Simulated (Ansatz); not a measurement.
The same path of BF2H + Cl (5 atoms, charge 0, multiplicity 2) was run twice with different band settings. Lost on the way: B1–H2. Made: H2–Cl5.

Level of theory: UHF/6-31G* in Ansatz.

Relaxed end points:

```xyz
5
Properties=species:S:1:pos:R:3
B 0.000 0.009 -0.353
H 0.000 0.061 0.827
F 1.119 -0.021 -1.024
F -1.119 -0.021 -1.024
Cl 0.000 -0.029 4.804
```

```xyz
5
Properties=species:S:1:pos:R:3
B 0.000 -0.004 -0.488
H 0.000 0.007 2.350
F 1.131 -0.008 -1.125
F -1.131 -0.008 -1.125
Cl 0.000 0.012 3.618
```

Common settings: movable images 5; spring 5.0 eV/Å²; start path through a guess of the saddle point; force threshold 0.05 eV/Å; iteration limit 60; end points relaxed.

| run | climbing image | optimiser |
| --- | --- | --- |
| 1 | yes | quadratic models (default) |
| 2 | from the first iteration | fire |

What does each run give, and how far can it be trusted?

Run 1: converged after 38 iterations, highest image 1.288 eV above the first end. A vibrational analysis at the climbing image gives one clearly imaginary mode, 1357i cm⁻¹: a first-order saddle point.
Run 2: converged after 59 iterations, highest image 1.288 eV above the first end. Another band between the same ends (5 images) ends at a top of the same energy, where a vibrational analysis finds 1 clearly imaginary mode.
